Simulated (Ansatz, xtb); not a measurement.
# Ranking isomers of C4H7Cl3

4 gas-phase structures of C4H7Cl3, from a drawn sample of its isomers (lower ones may exist). Each was relaxed with GFN2-xTB; where two conformers were screened, the lower at r2SCAN-D4/def2-SVP is listed:

A. `CCCC(Cl)(Cl)Cl`, a singlet
B. `CC[C@H](Cl)C(Cl)Cl`, a singlet
C. `CC(C)C(Cl)(Cl)Cl`, a singlet
D. `C[C@H](Cl)CC(Cl)Cl`, a singlet

Problem. Make a reasoned guess at their ranking by r2SCAN-D4/def2-SVP single-point energy.

Solution. Calculated order at r2SCAN-D4/def2-SVP: D (0.0), B (15.8), C (23.5), A (28.9) kJ/mol.

Energies above the lowest of each column, in kJ/mol; the last columns are at B3LYP/def2-SVP geometries:

```json
{"structure": "D", "GFN2-xTB": "1.5", "HF/STO-3G": "0.0", "r2SCAN-D4/def2-SVP": "0.0", "B3LYP/def2-SVP": "0.0", "CCSD(T)/def2-SVP + ΔMP2/def2-TZVPP": "0.0"}
{"structure": "B", "GFN2-xTB": "14.1", "HF/STO-3G": "23.1", "r2SCAN-D4/def2-SVP": "15.8", "B3LYP/def2-SVP": "18.8", "CCSD(T)/def2-SVP + ΔMP2/def2-TZVPP": "16.3"}
{"structure": "C", "GFN2-xTB": "0.0", "HF/STO-3G": "43.3", "r2SCAN-D4/def2-SVP": "23.5", "B3LYP/def2-SVP": "32.9", "CCSD(T)/def2-SVP + ΔMP2/def2-TZVPP": "28.6"}
{"structure": "A", "GFN2-xTB": "7.1", "HF/STO-3G": "39.3", "r2SCAN-D4/def2-SVP": "28.9", "B3LYP/def2-SVP": "31.1", "CCSD(T)/def2-SVP + ΔMP2/def2-TZVPP": "33.4"}
```

CCSD(T)/def2-SVP + ΔMP2/def2-TZVPP puts D lowest; GFN2-xTB picks C. Flexible structures stand in one conformer each, not always the lowest. ΔMP2 is the change of the MP2 energy from the smaller to the larger basis.

Over these structures GFN2-xTB departs from r2SCAN-D4/def2-SVP by 11.3 kJ/mol on average once a common shift is removed. A GFN2-xTB relaxation took about 0.096 s and the r2SCAN-D4/def2-SVP energy about 2.1 s on a shared host (Ansatz 0.2.0, xtb 6.7.1).
